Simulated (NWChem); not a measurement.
Everything below was run with NWChem. System: CF, charge 0, spin multiplicity 2, at the geometry of a parent with another charge or spin, in a state set for the comparison that need not be this species' ground state. Its SCF solution wasn't tested for a lower state. Level: ROCCSD(T)/def2-TZVPD, 2 core orbitals frozen.

Part of the output:

```
             Northwest Computational Chemistry Package (NWChem) 7.3.0
             --------------------------------------------------------

                                NWChem Input Module
                                -------------------

 Scaling coordinates for geometry "geometry" by  1.889725989
 (inverse scale =  0.529177249)

 Turning off AUTOSYM since
 SYMMETRY directive was detected!

                             Geometry "geometry" -> ""
                             -------------------------

 Output coordinates in angstroms (scale by  1.889725989 to convert to a.u.)

  No.       Tag          Charge          X              Y              Z
 ---- ---------------- ---------- -------------- -------------- --------------
    1 C                    6.0000     0.00000000     0.00000000     0.69209600
    2 F                    9.0000     0.00000000     0.00000000    -0.46139700

 Effective nuclear repulsion energy (a.u.)      24.7730774664

            Nuclear Dipole moment (a.u.)
            ----------------------------
        X                 Y               Z
 ---------------- ---------------- ----------------
     0.0000000000     0.0000000000     0.0000056692

      Symmetry information
      --------------------

 Group name             C2v
 Group number             16
 Group order               4
 No. of unique centers     2

      Symmetry unique atoms

     1    2


 Summary of "ao basis" -> "" (spherical)
 ------------------------------------------------------------------------------
       Tag                 Description            Shells   Functions and Types
 ---------------- ------------------------------  ------  ---------------------
 *                         def2-tzvpd                 on all atoms

 Summary of "ao basis" -> "ao basis" (spherical)
 ------------------------------------------------------------------------------
       Tag                 Description            Shells   Functions and Types
 ---------------- ------------------------------  ------  ---------------------
 C                         def2-tzvpd               13       37   6s3p3d1f
 F                         def2-tzvpd               14       40   6s4p3d1f

                                 NWChem SCF Module
                                 -----------------

  ao basis        = "ao basis"
  functions       =    77
  atoms           =     2
  closed shells   =     7
  open shells     =     1
  charge          =   0.00
[...]
                   NWChem Extensible Many-Electron Theory Module
                   ---------------------------------------------


            General Information
            -------------------
      Number of processors :     1
         Wavefunction type : Restricted open-shell Hartree-Fock
          No. of electrons :    15
           Alpha electrons :     8
            Beta electrons :     7
           No. of orbitals :   154
            Alpha orbitals :    77
             Beta orbitals :    77
        Alpha frozen cores :     2
         Beta frozen cores :     2
     Alpha frozen virtuals :     0
      Beta frozen virtuals :     0
         Spin multiplicity : doublet
    Number of AO functions :    77
       Number of AO shells :    27
        Use of symmetry is : on
      Symmetry adaption is : on
         Schwarz screening : 0.10D-09

          Correlation Information
          -----------------------
          Calculation type : Coupled-cluster singles & doubles w/ perturbation
   Perturbative correction : (T)
            Max iterations :      100
        Residual threshold : 0.10D-05
     T(0) DIIS level shift : 0.00D+00
     L(0) DIIS level shift : 0.00D+00
     T(1) DIIS level shift : 0.00D+00
     L(1) DIIS level shift : 0.00D+00
     T(R) DIIS level shift : 0.00D+00
     T(I) DIIS level shift : 0.00D+00
   CC-T/L Amplitude update :  5-th order DIIS
                I/O scheme : Global Array Library
        L-threshold :  0.10D-05
        EOM-threshold :  0.10D-05
 no EOMCCSD initial starts read in
 TCE RESTART OPTIONS
 SLICE:      F
 D4D5:       F
 quantumc:   F
 qrotation:  F
 pwtce:      F
 qducc:      F
 nacto:                         0
 nrotv:                         0
 nrot:                          0

            Memory Information
            ------------------
          Available GA space size is     249024942 doubles
          Available MA space size is     104854124 doubles

 Maximum block size supplied by input
 Maximum block size        24 doubles

 tile_dim =     16

 -------------------------------------------------

 Global array virtual files algorithm will be used

 Parallel file system coherency ......... OK

 4-electron integrals stored in orbital form

 v2    file size   =          1884704
 4-index algorithm nr.  13 is used
 imaxsize =       30
 imaxsize ichop =        0


CCSD iterations
 ---------------------------------------------------------
 Iter          Residuum       Correlation     Cpu    Wall
 ---------------------------------------------------------
    1   0.1743044752729  -0.3572452516036     0.6     0.6
    2   0.0400559206916  -0.3587046395230     0.6     0.6
    3   0.0162312294058  -0.3652425323672     0.6     0.6
    4   0.0080480888656  -0.3655433659722     0.6     0.6
    5   0.0043685145518  -0.3663843889161     0.6     0.6
    6   0.0019872867189  -0.3666324200588     0.6     0.6
    7   0.0012195393222  -0.3666608480424     0.6     0.6
    8   0.0010932309952  -0.3666512002665     0.6     0.6
    9   0.0010668650166  -0.3666683083501     0.6     0.6
   10   0.0010927572014  -0.3666694710482     0.6     0.6
   11   0.0000404695064  -0.3666773772221     0.6     0.6
   12   0.0000162785353  -0.3666772464424     0.7     0.7
   13   0.0000090177242  -0.3666785692444     0.6     0.6
   14   0.0000048960021  -0.3666783573182     0.6     0.6
   15   0.0000031285228  -0.3666786925188     0.6     0.6
   16   0.0000012420049  -0.3666787242065     0.6     0.6
   17   0.0000007875867  -0.3666786857453     0.6     0.6
 -----------------------------------------------------------------
 Iterations converged
 CCSD correlation energy / hartree =        -0.366678685745277
 CCSD total energy / hartree       =      -137.581694666990785

 Singles contributions

 Doubles contributions
 CCSD(T)
 Using plain CCSD(T) code
             total no. of tasks         1632
 total no. of tasks / no. procs         1632
                         wl_min            1           1.0
                         wl_max       103680           6.9
        thresh for no. of tasks         1632

 CCSD[T]  correction energy / hartree =        -0.013195132506062
 CCSD[T] correlation energy / hartree =        -0.379873818251339
 CCSD[T] total energy / hartree       =      -137.594889799496855
 CCSD(T)  correction energy / hartree =        -0.012241444761182
 CCSD(T) correlation energy / hartree =        -0.378920130506458
 CCSD(T) total energy / hartree       =      -137.593936111751958

 Task  times  cpu:       22.0s     wall:       22.0s

 Total times  cpu:       22.1s     wall:       22.1s
```

Problem. Write an NWChem input that would produce this output.

Solution. This is not unique; one that fits is 
```
start mol
memory heap 100 mb stack 700 mb global 1900 mb
geometry units angstroms nocenter noautoz
  C      0.000000     0.000000     0.692096
  F      0.000000     0.000000    -0.461397
  symmetry group C2v
end
basis spherical
  * library def2-tzvpd
end
scf
  rohf
  nopen 1
  maxiter 100
  thresh 1e-7
  semidirect memsize 60000000 filesize 0
  # guess.movecs holds the orbitals of an unrestricted PBE0 run
  vectors input guess.movecs output mol.movecs
end
tce
  freeze core 2
  ccsd(t)
  2eorb
  2emet 13
  thresh 1e-6
  maxiter 100
  tilesize 24
end
task tce energy
```
